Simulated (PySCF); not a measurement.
C₄H₉FSi, SMILES [C@]1([SiH3])(C[C@@H]1C)F. Atoms are numbered in the order given.

```xyz
15

C     -1.5976    -0.0370     1.5712
C     -1.1882    -0.5851     0.2234
C     -1.1674     0.2710    -1.0199
C      0.1230    -0.2462    -0.4355
F      0.6932    -1.2991    -1.1428
Si     1.4784     0.8556     0.2808
H     -1.1319    -0.6046     2.3932
H     -2.6908    -0.0940     1.6983
H     -1.3090     1.0191     1.6846
H     -1.4687    -1.6292     0.0442
H     -1.3907     1.3389    -0.9278
H     -1.4767    -0.1856    -1.9638
H      2.2711     0.1054     1.2954
H      0.8649     2.0553     0.9188
H      2.3772     1.2923    -0.8234
```
Charge 0, spin multiplicity 1.

Coordinates come from a B3LYP-D3(BJ)/def2-SVP optimisation. The structure was generated by enumeration; whether it is a known compound was not checked.

These are PBE/pcSseg-1 (PySCF) values and carry that method's errors.

GIAO shieldings, no solvent; atoms listed in one row are averaged. δ = σ(ref) − σ: ¹³C against TMS (σ = 182.0 ppm); ¹⁹F against CFCl3 (σ = 133.6 ppm); ²⁹Si against TMS (σ = 335.4 ppm); ¹H against TMS (σ = 31.49 ppm), references at their B3LYP-D3(BJ)/def2-TZVP geometries, non-relativistic.

### Question
Estimate the chemical shifts. (The exact figures need the calculation; the answer reports its results.)

### Answer

```
nucleus          atoms  count  δ (ppm)
-------  -------------  -----  -------
¹³C                 C4      1     80.3
¹³C                 C2      1     24.7
¹³C                 C3      1     23.5
¹³C                 C1      1     19.6
¹⁹F                 F5      1   -232.5
²⁹Si               Si6      1    -72.9
¹H       H13, H14, H15      3     4.35
¹H                 H10      1     1.49
¹H          H7, H8, H9      3     1.43
¹H                 H12      1     1.40
¹H                 H11      1     0.62
```
